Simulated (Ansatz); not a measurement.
Computed with Ansatz on PBE0-D4/def2-TZVP structures; ΔE is electronic, products minus reactants. CCSD(T)/CBS adds triple-zeta CCSD(T) − MP2 to the extrapolated MP2 energy (def2 sets, frozen cores). One conformer a species, not always the lowest.

`CN([SiH3])[SiH](O)O` + `N[SiH2]F` → `O[SiH](O)N[SiH2]F` + `CN[SiH3]`  (ligand exchange at the Si–N bond)

`CN([SiH3])[SiH](O)O`:

```xyz
15

C     0.314    0.634   -1.598
N     0.046    0.318   -0.193
Si    0.987    1.166    0.977
Si   -1.031   -0.998    0.076
O    -0.493   -2.435   -0.486
O    -1.285   -1.168    1.685
H     0.409    1.714   -1.744
H    -0.511    0.293   -2.232
H     1.228    0.156   -1.966
H     2.389    0.672    1.085
H     1.048    2.601    0.587
H     0.349    1.042    2.314
H    -2.261   -0.755   -0.708
H     0.223   -2.859   -0.011
H    -1.412   -0.380    2.214
```

`N[SiH2]F`:

```xyz
7

N     0.640   -0.231   -0.796
Si   -0.313    0.100    0.566
F    -1.739    0.760    0.241
H     0.467   -1.027   -1.387
H     1.146    0.492   -1.281
H     0.404    1.083    1.408
H    -0.606   -1.178    1.250
```

`O[SiH](O)N[SiH2]F`:

Z-matrix (Å, degrees):
```
Si
O 1 1.636
N 1 1.728 2 106.0
O 1 1.636 2 116.1 3 -121.8
H 1 1.471 2 106.1 3 122.6
H 2 0.960 1 119.1 3 47.6
Si 3 1.707 1 125.7 2 13.2
H 3 1.010 1 117.3 2 -161.5
H 4 0.958 1 118.5 2 66.7
F 7 1.610 3 109.7 1 -63.0
H 7 1.477 3 112.5 1 53.4
H 7 1.481 3 109.0 1 179.1
```

`CN[SiH3]`:

```xyz
10

C    -1.067   -0.218    0.876
N    -0.362   -0.399   -0.375
Si    1.180    0.287   -0.687
H    -1.762   -1.043    1.055
H    -0.350   -0.219    1.702
H    -1.632    0.722    0.934
H    -0.970   -0.558   -1.162
H     2.118   -0.146    0.384
H     1.221    1.782   -0.713
H     1.625   -0.209   -2.015
```

```csv
level,ΔE (kcal/mol)
SCS-MP2/def2-TZVPP,-0.1
CCSD/def2-TZVPP,-0.3
```

(1) What does CCSD(T)/CBS give? (An estimate is asked.)

Largest T1 diagnostic among the species: 0.012.

## Answers

(1) Computed: 0.0 kcal/mol. The listed levels differ from it by -0.1, -0.3 kcal/mol.

In def2-TZVPP, CCSD(T) changes the Hartree–Fock value by +2.2 kcal/mol (the triples alone add +0.4 kcal/mol) and MP2 by +2.5 kcal/mol. The D4 term adds +1.0 kcal/mol with B3LYP and +0.6 kcal/mol with PBE0; it sums over pairs of atoms, weighted by their polarisabilities, and B3LYP, whose exchange is more repulsive, gets the larger term.

B3LYP here is the variant with VWN-RPA as its local correlation; programs differ in this.
